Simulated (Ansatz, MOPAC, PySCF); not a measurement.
AlH3 (SMILES [AlH3]) and AsH3 (SMILES [AsH3]) are pulled apart as rigid monomers along the line of their centres of mass, from the B3LYP-D3(BJ)/def2-TZVP minimum. Starting geometry (charge 0, multiplicity 1):
```json
[
 {"atom": "Al", "x (Å)": "0.2822", "y (Å)": "0.6255", "z (Å)": "0.5610"},
 {"atom": "H", "x (Å)": "-0.5405", "y (Å)": "-0.2926", "z (Å)": "-0.4415"},
 {"atom": "H", "x (Å)": "-0.2475", "y (Å)": "2.0913", "z (Å)": "0.8698"},
 {"atom": "H", "x (Å)": "1.8116", "y (Å)": "0.2894", "z (Å)": "0.8303"},
 {"atom": "As", "x (Å)": "-0.6518", "y (Å)": "-0.4896", "z (Å)": "2.7987"},
 {"atom": "H", "x (Å)": "-0.1867", "y (Å)": "0.0103", "z (Å)": "4.1465"},
 {"atom": "H", "x (Å)": "-0.4327", "y (Å)": "-1.9611", "z (Å)": "3.0628"},
 {"atom": "H", "x (Å)": "-2.1331", "y (Å)": "-0.4681", "z (Å)": "3.0957"}
]
```

Interaction energies with rigid monomers; basis-set methods are counterpoise corrected unless marked otherwise.

Rows in 6-31G* carry no dispersion term and start afresh at each structure (6-31G* with six Cartesian d functions); the Pople sets are all-electron and without relativity. MP2/6-31G* freezes PySCF's default core, which leaves 3d correlated. The state that AM1 reach isn't checked.

Run with Ansatz (Gaussian orbitals); MOPAC for AM1 (differences of heats of formation); PySCF for 6-31G* rows. Each number belongs to the level named beside it.

| Al1···As5 (Å) | AM1 (kcal/mol) | HF/def2-TZVPPD (kcal/mol) | M06-2X/6-31G* (no counterpoise) (kcal/mol) | wB97X-V/def2-TZVPPD (kcal/mol) | MP2/6-31G* (no counterpoise) (kcal/mol) |
|---|---|---|---|---|---|
| 2.40 | -12.76 | -4.68 | -12.96 | -12.61 | -10.12 |
| 2.67 | -14.52 | -10.49 | -16.60 | … | -14.53 |
| 3.07 | -8.60 | -9.39 | -13.21 | -12.81 | -11.78 |
| 3.74 | … | -4.75 | -6.38 | -6.10 | -5.79 |
| 4.80 | -0.35 | -1.52 | -1.74 | -1.71 | -1.91 |

Q: What belongs in the gaps?

A: 
- 2.67, wB97X-V/def2-TZVPPD (kcal/mol): -16.11
- 3.74, AM1 (kcal/mol): -2.13

Ansatz is a first-principles code.
